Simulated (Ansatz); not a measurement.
Cartesian coordinates in Å:
```
C 1.636 -0.258 0.208
Ge -0.172 0.362 0.559
C -1.479 -0.340 -0.696
Br -0.158 2.677 0.299
H 1.923 -0.003 -0.812
H 1.688 -1.341 0.333
H 2.336 0.212 0.900
H -0.590 0.118 2.021
H -1.186 -0.086 -1.715
H -1.537 -1.427 -0.603
H -2.461 0.086 -0.494
```

Total charge 0; spin multiplicity 1.

Task: List the B3LYP/def2-TZVPP orbital energies in eV (the Gaussian-basis code of Ansatz). (An estimate is asked.)

Result: The calculation gave: Occupied: -13138.56, -10850.70, -1700.21, -1531.92, -1531.85, -1531.85, -1355.04, -1205.97, -1205.92, -1205.92, -276.89, -276.89, -235.99, -176.86, -176.66, -176.66, -169.59, -119.93, -119.79, -119.77, -71.14, -71.09, -71.09, -70.93, -70.93, -33.48, -33.41, -33.40, -33.30, -33.30, -20.74, -19.53, -19.04, -14.09, -11.79, -11.68, -11.36, -11.30, -9.35, -9.10, -9.06, -7.64, -7.62. Lowest empty: -0.14, 0.67, 1.02, 1.30, 2.22, 2.47, 2.51, 2.90.

B3LYP here is the variant with VWN-RPA as its local correlation; programs differ in this.
